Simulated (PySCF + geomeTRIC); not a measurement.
The multiplicity is imposed and other spin states were not computed.

Computed with BP86-D3(BJ)/def2-SVP in PySCF + geomeTRIC. fastk is a local helper that only speeds up exchange builds. No frequencies were computed at this level.

```python
import json, numpy as np
from pyscf import gto, dft
from fastk import lowrank_exchange
atoms = """
Mo    -0.001324    -0.000350    -0.002308
O      2.140150     0.420691    -2.224673
C      1.361021     0.254346    -1.415512
O     -2.235480    -0.086460    -2.170903
C     -1.419552    -0.068553    -1.381349
O     -2.153033    -0.327635     2.225987
C     -1.367060    -0.221051     1.413361
O      2.222048     0.182385     2.171578
C      1.412997     0.102883     1.378753
O      0.355224    -3.094827    -0.179097
C      0.225460    -1.967220    -0.113972
S     -0.410248     3.506509     0.190960
C     -0.231666     1.984823     0.107982
"""
def scf(charge, spin, dm0=None):
    mol = gto.M(atom=atoms, basis='def2-svp', ecp={'Mo': 'def2-svp'}, charge=charge, spin=spin, verbose=3, max_memory=15120)
    mf = dft.KS(mol, xc='bp86').density_fit(auxbasis="def2-universal-jkfit")
    mf.disp = 'd3bj'
    mf.grids.level = 3
    mf.conv_tol = 1e-8
    mf.max_cycle = 120
    mf.level_shift = 0.25
    mf.kernel(dm0)
    if not mf.converged:
        mf = mf.newton().run(mf.mo_coeff, mf.mo_occ).undo_soscf()
    return mf
mf = scf(0, 0)
from pyscf.geomopt.geometric_solver import kernel as optimize
path = []
done, mol = optimize(mf, maxsteps=120, assert_convergence=False, callback=lambda env: path.append((env["energy"], bool(env["g_scanner"].converged))))
res = dict(converged=bool(done and path[-1][1]), energy=path[-1][0], path=[e for e, c in path], xyz=mol.atom_coords(unit="Angstrom").tolist(), nao=mol.nao)
json.dump(res, open("result.json", "w"))
```

Output:

```
converged SCF energy = -1070.87769908846
Geometry optimization cycle 1
converged SCF energy = -1070.87769909073
cycle 1: E = -1070.87769909  dE = -1070.88  norm(grad) = 0.129617
Geometry optimization cycle 2
converged SCF energy = -1070.89788650102
cycle 2: E = -1070.8978865  dE = -0.0201874  norm(grad) = 0.0332473
Geometry optimization cycle 3
converged SCF energy = -1070.89873900474
cycle 3: E = -1070.898739  dE = -0.000852504  norm(grad) = 0.00565218
Geometry optimization cycle 4
converged SCF energy = -1070.89876805205
cycle 4: E = -1070.89876805  dE = -2.90473e-05  norm(grad) = 0.0014525
Geometry optimization cycle 5
converged SCF energy = -1070.8987704867
cycle 5: E = -1070.89877049  dE = -2.43464e-06  norm(grad) = 0.00096641
Geometry optimization cycle 6
converged SCF energy = -1070.89877351461
cycle 6: E = -1070.89877351  dE = -3.02791e-06  norm(grad) = 0.000185995
Geometry optimization cycle 7
converged SCF energy = -1070.89877407539
cycle 7: E = -1070.89877408  dE = -5.60781e-07  norm(grad) = 0.000207969
Geometry optimization cycle 8
converged SCF energy = -1070.8987731445
cycle 8: E = -1070.89877314  dE = 9.30892e-07  norm(grad) = 0.000649647
Geometry optimization cycle 9
converged SCF energy = -1070.89877283379
cycle 9: E = -1070.89877283  dE = 3.10707e-07  norm(grad) = 0.000496069
Geometry optimization cycle 10
converged SCF energy = -1070.89877281719
cycle 10: E = -1070.89877282  dE = 1.66006e-08  norm(grad) = 0.000222841
Geometry optimization cycle 11
converged SCF energy = -1070.89877306757
cycle 11: E = -1070.89877307  dE = -2.50376e-07  norm(grad) = 0.000163718
<class 'geometric.internal.Distance'> : 12
<class 'geometric.internal.Angle'> : 3
<class 'geometric.internal.LinearAngle'> : 18
<class 'geometric.internal.OutOfPlane'> : 12
<class 'geometric.internal.TranslationX'> : 1
<class 'geometric.internal.TranslationY'> : 1
<class 'geometric.internal.TranslationZ'> : 1
<class 'geometric.internal.RotationA'> : 1
<class 'geometric.internal.RotationB'> : 1
<class 'geometric.internal.RotationC'> : 1
Step    0 : Gradient = 3.595e-02/5.381e-02 (rms/max) Energy = -1070.8776990907
Step    1 : Displace = 1.010e-01/1.214e-01 (rms/max) Trust = 1.000e-01 (=) Grad = 9.221e-03/1.605e-02 (rms/max) E (change) = -1070.8978865010 (-2.019e-02) Quality = 0.710
Step    2 : Displace = 1.575e-02/2.693e-02 (rms/max) Trust = 1.000e-01 (=) Grad = 1.568e-03/2.481e-03 (rms/max) E (change) = -1070.8987390047 (-8.525e-04) Quality = 1.154
Step    3 : Displace = 8.246e-03/1.267e-02 (rms/max) Trust = 1.414e-01 (+) Grad = 4.029e-04/8.790e-04 (rms/max) E (change) = -1070.8987680521 (-2.905e-05) Quality = 0.752
Step    4 : Displace = 7.676e-03/1.277e-02 (rms/max) Trust = 2.000e-01 (+) Grad = 2.680e-04/3.870e-04 (rms/max) E (change) = -1070.8987704867 (-2.435e-06) Quality = 0.331
Step    5 : Displace = 2.770e-03/4.309e-03 (rms/max) Trust = 2.000e-01 (=) Grad = 5.159e-05/9.004e-05 (rms/max) E (change) = -1070.8987735146 (-3.028e-06) Quality = 1.108
Step    6 : Displace = 1.475e-03/2.775e-03 (rms/max) Trust = 2.828e-01 (+) Grad = 5.768e-05/9.818e-05 (rms/max) E (change) = -1070.8987740754 (-5.608e-07) Quality = 0.674
Step    7 : Displace = 4.380e-03/9.105e-03 (rms/max) Trust = 2.828e-01 (=) Grad = 1.802e-04/4.373e-04 (rms/max) E (change) = -1070.8987731445 (+9.309e-07) Quality = -0.379
Step    8 : Displace = 2.371e-03/4.092e-03 (rms/max) Trust = 2.190e-03 (-) Grad = 1.376e-04/3.539e-04 (rms/max) E (change) = -1070.8987728338 (+3.107e-07) Quality = -0.244
Step    9 : Displace = 1.141e-03/2.142e-03 (rms/max) Trust = 1.095e-03 (-) Grad = 6.181e-05/9.258e-05 (rms/max) E (change) = -1070.8987728172 (+1.660e-08) Quality = -0.016
Step   10 : Displace = 5.500e-04/8.746e-04 (rms/max) Trust = 5.475e-04 (-) Grad = 4.541e-05/7.047e-05 (rms/max) E (change) = -1070.8987730676 (-2.504e-07) Quality = 0.592
Converged! =D
```

Cost: around 8 core-minutes (rough).
